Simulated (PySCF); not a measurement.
## C6H9F2: g tensor and hyperfine couplings

Species: C₆H₉F₂ (doublet state).
Z-matrix (Å and degrees, GFN2-xTB geometry), rows numbered from 1:
```
C 
C   1  1.4696
C   2  1.4890  1  134.24
C   3  1.5434  2   88.44  1   175.30
C   2  1.4836  1  132.37  3   178.91
F   5  1.4085  2  115.37  1   -59.51
C   5  1.5341  2  118.08  1    64.60
F   7  1.3681  5  110.37  2    52.93
H   1  1.0960  2  111.31  3   112.54
H   1  1.0875  2  110.31  3    -7.77
H   1  1.0934  2  110.80  3  -128.90
H   3  1.0935  2  115.53  1    57.68
H   3  1.0938  2  114.74  1   -68.67
H   4  1.0865  3  114.24  2  -110.37
H   4  1.0869  3  115.56  2   120.41
H   7  1.0944  5  110.30  2   -66.04
H   7  1.0949  5  110.15  2   171.71
```

The hyperfine couplings belong to this conformer and change with its torsions.

The species is `C[C]1CC[C@]1(F)CF` [radical].

The calculation used UKS B3LYP, pcH-1 on C F H, non-relativistic, mean-field spin-orbit, GIAO (PySCF). Isolated species at its GFN2-xTB geometry (one conformer only). Couplings are sensitive to structure, and on GFN2-xTB geometries they can be far from those on DFT ones. No stability test was run, so a lower SCF solution isn't excluded.

```
g1, g2, g3                      : 2.00211, 2.00244, 2.00300
g_iso                           : 2.00252
Form of g                       : rhombic: the two nearest values differ by 38 % of g3 − g1
⟨S²⟩                            : 0.7542 (exact 0.7500)
α and β electrons               : 32, 31
HOMO–LUMO gap, α and β orbitals : 6.66, 6.45 eV
```

Isotropic coupling and dipolar principal values T1 to T3, in 10⁻⁴ cm⁻¹ (1 × 10⁻⁴ cm⁻¹ = 2.998 MHz):

| atom | isotope | a_iso | T1 | T2 | T3 | Mulliken spin population |
| --- | --- | --- | --- | --- | --- | --- |
| C1 | 13C | -10.1 | -0.8 | 0.2 | 0.6 | -0.07 |
| C2 | 13C | 31.1 | -26.2 | -25.7 | 51.9 | 0.94 |
| C3 | 13C | -11.4 | -0.9 | 0.1 | 0.8 | -0.09 |
| C4 | 13C | 1.9 | -0.5 | -0.5 | 1.0 | 0.01 |
| C5 | 13C | -8.5 | -1.2 | -0.3 | 1.5 | -0.03 |
| F6 | 19F | 74.1 | -26.6 | -24.2 | 50.7 | 0.03 |
| C7 | 13C | 8.1 | -1.4 | -1.2 | 2.6 | 0.03 |
| F8 | 19F | 9.3 | -2.1 | 0.1 | 2.1 | 0.00 |
| H9 | 1H | 41.6 | -1.7 | -1.1 | 2.8 | 0.05 |
| H10 | 1H | 1.8 | -1.5 | -1.3 | 2.8 | 0.00 |
| H11 | 1H | 29.3 | -1.6 | -1.3 | 3.0 | 0.03 |
| H12 | 1H | 37.9 | -1.4 | -1.2 | 2.6 | 0.05 |
| H13 | 1H | 37.9 | -1.5 | -1.2 | 2.7 | 0.05 |
| H14 | 1H | 0.0 | -0.9 | -0.9 | 1.8 | 0.00 |
| H15 | 1H | 0.9 | -0.8 | -0.7 | 1.6 | 0.00 |
| H16 | 1H | -0.8 | -1.1 | -0.6 | 1.7 | 0.00 |
| H17 | 1H | 1.9 | -1.0 | -0.4 | 1.3 | 0.00 |

The largest Mulliken spin populations are on C2 (+0.94), C3 (-0.09) and C1 (-0.07). C2 is the only atom above +0.15. The positive populations add up to 1.19 and the negative ones to -0.19, together 2S = 1. The angles at C2 add up to 360.0°, so it is planar.

Under fast tumbling the dipolar parts average out, and these isotropic splittings remain (the largest six): 1 × 19F (F6, I = 1/2, 2 lines) with 7.93 mT, 1 × 1H (H12, I = 1/2, 2 lines) with 4.06 mT, 1 × 1H (H13, I = 1/2, 2 lines) with 4.05 mT, 3 × 1H (H9/H10/H11, I = 1/2, 4 lines) with 2.59 mT, 1 × 19F (F8, I = 1/2, 2 lines) with 1.00 mT and 1 × 1H (H17, I = 1/2, 2 lines) with 0.21 mT.

Means are taken over nuclei equivalent by connectivity, which assumes that they swap fast. The three 1H nuclei of mean +72.6 MHz run from 5.4 to 124.7 MHz in the frozen geometry.

The 13C coupling of C2 (93.3 MHz) shows only in satellite lines or after enrichment, since that isotope makes up about 1.07 % of natural carbon.

Examples of negative spin density at the nucleus (bohr⁻³): C3 (-0.0304), C1 (-0.0269) and C5 (-0.0226).
